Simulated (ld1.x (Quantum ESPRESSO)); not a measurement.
# rhenium TM: all-electron and pseudo phase curves

Re (Z = 75), norm-conserving Troullier–Martins (Kleinman–Bylander form), made with ld1.x (Quantum ESPRESSO) 7.5 (LDA (PZ), scalar-relativistic). Core [Xe] 4f14, reference 5d5 6s2 6p0. Waves: 6s (bound): rc 2.10 bohr; 6p (bound, empty): rc 3.25 bohr; 5d (bound): rc 2.20 bohr. Local part: the d channel. Core correction: Bessel-smoothed model core inside 1.30 bohr.

The phase is arctan(r·u′/u) with u = r·R(r), unwrapped; energies in Ry, scanned from -2 to 5 Ry. A pole is an energy at which the radial function vanishes at the test radius. The pseudo phase is shifted by a multiple of π to meet the all-electron one at the reference energy, and phase errors are pseudo minus all-electron; the curves can meet again beyond the range given. Levels narrower than the energy grid can be missing from the lists of poles.

| channel | radius (bohr) | reference energy (Ry) | poles, all-electron | poles, pseudo | unbroken range about the reference energy with phases within 0.05 rad | phase error 1 Ry above the reference energy (rad) |
| --- | --- | --- | --- | --- | --- | --- |
| s | 3.54 | -0.45 | 0.18, 4.68 | 0.18, 4.05 | below 1.6 | -0.001 |
| p | 3.54 | -0.11 | 1.14 | -0.57, 1.17 | -0.5 to 2.9 | +0.006 |
| d | 3.54 | -0.41 | -0.28, 2.89 | -0.28, 2.88 | below 4.9 | -0.000 |

Note: ghost states, extra bound levels that the all-electron valence spectrum of the same l lacks: s at -43.8 eV, p at -7.7 eV. A true bound ghost makes a file unfit for plane-wave use.

Phases in the s channel:

```tsv
E (Ry)	all-electron	pseudo
-2.00	1.325	1.325
-1.76	1.297	1.297
-1.52	1.256	1.256
-1.28	1.191	1.191
-1.04	1.065	1.066
-0.80	0.730	0.730
-0.56	-0.408	-0.408
-0.32	-1.223	-1.223
-0.08	-1.458	-1.458
0.16	-1.564	-1.565
0.40	-1.632	-1.633
0.64	-1.686	-1.688
0.88	-1.738	-1.742
1.12	-1.798	-1.806
1.36	-1.879	-1.895
1.60	-2.009	-2.049
1.84	-2.268	-2.396
2.08	-2.896	-3.257
2.32	-3.780	-4.040
2.56	-4.214	-4.343
2.80	-4.400	-4.481
3.04	-4.498	-4.559
3.28	-4.559	-4.611
3.52	-4.602	-4.649
3.76	-4.634	-4.680
4.00	-4.659	-4.707
4.24	-4.680	-4.732
4.48	-4.699	-4.759
4.72	-4.715	-4.788
4.96	-4.731	-4.825
```
